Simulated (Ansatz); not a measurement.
Ansatz results at the PBE0-D4/def2-TZVP geometry: HOMO–LUMO gap (PBE0/def2-TZVPP) 8.79 eV; ideal-gas entropy at 298 K and 1 bar (rigid rotor, harmonic PBE0-D4/def2-TZVP) 350 J/(mol·K); HOMO–LUMO gap (ωB97M-V/def2-TZVPP) 12.76 eV.

Each molecule was computed in one conformer, which needn't be the lowest.

Q: Which molecule gave them?
A. `CC(O)([SiH3])Cl`
B. `[BH2][Ga]1[CH2][SiH2][AlH]1`
C. `N#CCB(N)O`
D. `OC(Cl)C[SiH3]`

A: D. The others give `N#CCB(N)O`: 8.50, 337, 12.21; `[BH2][Ga]1[CH2][SiH2][AlH]1`: 3.22, 397, 6.73; `CC(O)([SiH3])Cl`: 7.76, 347, 11.72.
